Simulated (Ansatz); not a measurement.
Reaction (formal exchange of groups at a Ga–H bond): `[Br][GaH][Br]` + `[SiH3]OCI` → `[SiH3][O][Ga]([Br])[Br]` + `CI`

Computed with Ansatz on PBE0-D4/def2-TZVP structures; ΔE is electronic, products minus reactants. CCSD(T)/CBS is the MP2 limit (def2-TZVPP, def2-QZVPP) plus CCSD(T) − MP2 in def2-TZVPP, frozen cores. Functionals use def2-TZVPP. B3LYP here is the variant with VWN-RPA as its local correlation; programs differ in this. Elements past krypton have def2 core potentials. For Br, Ga, I outer-core shells are correlated without core-valence functions, which leaves a few kJ/mol of doubt a bond. Scalar relativity is left out up to krypton. One conformer a species, not always the lowest.

| level | ΔE (kcal/mol) | difference from CCSD(T)/CBS |
| --- | --- | --- |
| r2SCAN-D4 | -34.3 | 2.7 |
| B3LYP-D4 | -34.1 | 2.9 |
| ωB97M-V | -34.9 | 2.1 |
| B2PLYP | -36.6 | 0.4 |
| r2SCAN | -34.3 | 2.7 |
| PBE0 | -33.5 | 3.5 |
| B3LYP | -34.2 | 2.8 |
| HF/def2-TZVPP | -38.9 | -1.9 |
| MP2/def2-TZVPP | -39.4 | -2.4 |
| SCS-MP2/def2-TZVPP | -39.3 | -2.3 |
| CCSD(T)/def2-TZVPP | -38.0 | -1.0 |
| MP2/def2-QZVPP | -38.9 | -1.9 |
| SCS-MP2/def2-QZVPP | -38.9 | -1.9 |
| HF/CBS(def2) | -39.2 | -2.2 |
| MP2/CBS(def2) | -38.5 | -1.5 |
| CCSD/CBS(def2) | -37.5 | -0.5 |
| CCSD(T)/CBS | -37.0 | 0 |

Largest T1 diagnostic among the species: 0.011.

From PBE to PBE0 (25 % exact exchange), in def2-TZVPP and without D4, ΔE moves by −2.1 kcal/mol.
